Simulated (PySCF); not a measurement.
Vibration and rotation of YO

r²SCAN constants of YO, ²Σ⁺ (doublet), unpaired electrons σ ↑ (basis Y def2-SVP with ECP28, O def2-SVP; scalar-relativistic core potentials; PySCF 2.14; masses 88.9058 and 15.9949 u):

```
ωe                    : 887.9 cm⁻¹
ωexe                  : 2.62 cm⁻¹
Be                    : 0.38204 cm⁻¹
αe                    : 0.00156 cm⁻¹
D (centrifugal)       : 2.83e-07 cm⁻¹
De to Y (4d1 5s2) + O : 7.42 eV
```

Problem. Give the vibrational terms G(v) and spacings up to v = 6.

Solution. G(v) = ωe(v+½) − ωexe(v+½)².

```json
{"v": "0", "G(v) (cm⁻¹)": "443.3", "G(v) − G(v−1)": "", "Bv (cm⁻¹)": "0.3813"}
{"v": "1", "G(v) (cm⁻¹)": "1326.0", "G(v) − G(v−1)": "882.7", "Bv (cm⁻¹)": "0.3797"}
{"v": "2", "G(v) (cm⁻¹)": "2203.4", "G(v) − G(v−1)": "877.4", "Bv (cm⁻¹)": "0.3781"}
{"v": "3", "G(v) (cm⁻¹)": "3075.6", "G(v) − G(v−1)": "872.2", "Bv (cm⁻¹)": "0.3766"}
{"v": "4", "G(v) (cm⁻¹)": "3942.5", "G(v) − G(v−1)": "866.9", "Bv (cm⁻¹)": "0.3750"}
{"v": "5", "G(v) (cm⁻¹)": "4804.2", "G(v) − G(v−1)": "861.7", "Bv (cm⁻¹)": "0.3735"}
{"v": "6", "G(v) (cm⁻¹)": "5660.7", "G(v) − G(v−1)": "856.5", "Bv (cm⁻¹)": "0.3719"}
```

Problem. How well does the Morse estimate ωe²/(4ωexe) reproduce De, and what is D0?

Solution. It gives 9.33 eV, 126 % of the computed De. D0 = De − G(0) = 7.42 − 0.05 = 7.37 eV.

The metal atom is held in its measured ground configuration; semilocal functionals can put another filling of s and d lower by some tenths of an eV, and De to that atom would be smaller. Spin–orbit coupling is left out, which matters for elements this heavy, above all for dissociation energies. The state is the lowest single determinant that the PBE0 search found; with open d or f shells the true ground state can be another one.
